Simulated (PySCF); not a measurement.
Sn(H)(F)2(Et) (C2H6F2Sn), SMILES C[CH2][SnH]([F])[F].

Geometry optimised at PBE-D3(BJ)/def2-SVP. The structure was generated by enumeration; whether it is a known compound was not checked. The def2 effective core potentials stand for the cores of Sn; spin–orbit coupling is left out. One conformer was computed; it need not be the lowest.

Calculation: PBE-D3(BJ)/def2-SVP (PySCF 2.14.0).

Frequencies are harmonic and unscaled.

A small imaginary wavenumber (i) marks a very flat motion, where grid noise or a shallow saddle decides the sign.

| mode | ν (cm⁻¹) | IR (km/mol) | moving atoms (share of kinetic energy) |
|---|---|---|---|
| 1 | 10i | 0.0 | F 39 %, C 34 %, H 27 % |
| 2 | 101 | 11.8 | F 52 %, C 27 %, H 15 % |
| 3 | 118 | 0.6 | H 40 %, F 33 %, C 21 % |
| 4 | 170 | 12.3 | F 87 %, Sn 11 % |
| 5 | 241 | 0.2 | H 84 %, C 11 % |
| 6 | 256 | 14.4 | C 49 %, Sn 24 %, H 18 %, F 9 % |
| 7 | 481 | 5.5 | C 59 %, H 35 % |
| 8 | 535 | 104.1 | H 81 %, C 11 % |
| 9 | 554 | 24.3 | H 96 % |
| 10 | 602 | 37.5 | F 87 %, Sn 11 % |
| 11 | 608 | 54.3 | F 84 %, Sn 16 % |
| 12 | 674 | 36.3 | H 82 %, C 17 % |
| 13 | 925 | 1.9 | H 90 %, C 9 % |
| 14 | 939 | 7.7 | H 80 %, C 20 % |
| 15 | 1026 | 7.2 | C 73 %, H 27 % |
| 16 | 1156 | 19.7 | H 68 %, C 32 % |
| 17 | 1196 | 1.9 | H 77 %, C 23 % |
| 18 | 1343 | 2.3 | H 83 %, C 17 % |
| 19 | 1386 | 2.1 | H 90 %, C 10 % |
| 20 | 1417 | 9.1 | H 97 % |
| 21 | 1429 | 4.8 | H 96 % |
| 22 | 1855 | 178.7 | H 99 % |
| 23 | 2971 | 19.7 | H 97 % |
| 24 | 3000 | 5.5 | H 95 % |
| 25 | 3057 | 7.3 | H 91 %, C 9 % |
| 26 | 3058 | 0.1 | H 90 %, C 10 % |
| 27 | 3077 | 7.5 | H 90 %, C 10 % |
